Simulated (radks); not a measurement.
Neutral bromine, configuration [Ar] 3d10 4s2 4p(up 3, down 2) (the NIST ground configuration). All-electron calculation, scalar-relativistic Kohn-Sham, SCAN, spin-polarised, spherical densities, finite nucleus; meta-GGA in the generalised Kohn-Sham scheme; Fermi nuclear charge, rms radius 4.1629 fm. Program: a radial shooting solver on a logarithmic mesh with Libxc functionals.

Normalised radial functions P(r) = r R(r), r in bohr:

r         4s down    4p up
0.004841   0.0736   0.0033
0.00728    0.0995   0.0068
0.01095    0.1278   0.0141
0.01633    0.1502   0.0280
0.02456    0.1516   0.0538
0.03693    0.1068   0.0961
0.0551    -0.0022   0.1522
0.08285   -0.1612   0.2018
0.1246    -0.2624   0.1868
0.1874    -0.1388   0.0394
0.2795     0.2073  -0.2058
0.4203     0.4211  -0.3385
0.6321     0.0883  -0.1155
0.943     -0.5525   0.3610
1.418     -0.8646   0.7218
2.133     -0.6196   0.6816
3.207     -0.2272   0.3760
4.784     -0.0400   0.1193
7.195     -0.0022   0.0176

4s down: eigenvalue -20.375 eV, 3 radial nodes at r = 0.0547, 0.224, 0.670 bohr, <r> = 1.69 bohr, 90 % of the charge inside 2.53 bohr. 4p up: eigenvalue -8.624 eV, 2 radial nodes at r = 0.201, 0.704 bohr, <r> = 2.08 bohr, 90 % of the charge inside 3.20 bohr.
